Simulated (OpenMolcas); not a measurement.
4d ions of charge +2 along the row

* Program: OpenMolcas
* Method: CASSCF
* Basis: ANO-R2
* Scalar Hamiltonian: X2C, finite nucleus
* Spin-orbit coupling: state interaction with AMFI integrals over the reference wave functions, term energies averaged over their components

Active space: the 4d shell.

B and C come from two terms' centres of gravity (d2, d8: 3P = 15B, 1G = 12B + 2C; d3, d7: 4P = 15B, 2G = 4B + 3C; d4, d6: 3G = 9B + 4C, 3H = 4B + 4C; d5: 4D = 17B + 5C, 4G = 10B + 5C, above the ground term), where all their levels are at least 80 % pure. ζ = ±2S·A comes from the whole width of the ground multiplet by E(J) = (A/2) J(J+1), where its levels are at least 85 % pure. Energies in cm-1.

```csv
Ion,Configuration,Lowest level,Weight (%),B,B measured,C,C measured,ζ,ζ measured
Zr2+,4d²,³F₂,99,648,514,2434,2006,434,425
Nb2+,4d³,⁴F_3/2,100,706,531,2809,2096,552,554
Mo2+,4d⁴,⁵D₀,99,,,,,733,749
Tc2+,4d⁵,⁶S_5/2,100,,,,,,
Ru2+,4d⁶,⁵D₄,99,,,,,1013,990
Rh2+,4d⁷,⁴F_9/2,98,886,,3655,,1232,1235
Pd2+,4d⁸,³F₄,100,,,,,1374,1339
```

Measured columns use the levels in Moore, Atomic Energy Levels, vol. II, NSRDS-NBS 35 (1971 reprint of NBS Circular 467, 1952); NIST levels as listed in Rynkun, Gaigalas and Jonsson, Astron. Astrophys. 637, A10 (2020) (Zr2+); the list in Shadmi, J. Res. Natl. Bur. Stand. 70A, 435 (1966) (Nb2+, Rh2+); Sugar and Musgrove, J. Phys. Chem. Ref. Data 17, 155 (1988) (Mo2+); Moore, Atomic Energy Levels, vol. III, NSRDS-NBS 35 (1971 reprint of NBS Circular 467, 1958) (Ru2+, Pd2+).

The computed B goes from 648 (Zr2+) to 886 cm-1 (Rh2+), a factor of 1.37, rising at every step. It departs from the measured column by +26 to +33 %. The Trees term is left out, which lowers the B read from the levels of every ion, most for d4 to d6. The pair of terms that fixes B changes along the row, so steps between ions also reflect that choice.

The computed ζ goes from 434 (Zr2+) to 1374 cm-1 (Pd2+), a factor of 3.17, rising at every step. It departs from the measured column by -2 to +3 %.

Levels of configurations with an s electron are missing; early in the row they begin among the upper levels of the d shell and mix with terms of their name. Without dynamic correlation excited terms often stand tens of per cent too high (terms of higher spin than the ground term too low), and those without a measured partner can miss by more than the paired ones. Some levels mix across a computed gap that differs much from the measured one, so their mixing is not that of the real levels (holds for Zr2+; Mo2+). Measured partners are found by configuration, term and J. A level has none where our copy of the source lacks it or the pairing is in doubt (some pairs that miss far off the trend of their configuration count as doubtful), and it then counts in no deviation. Only configurations of the active space appear.
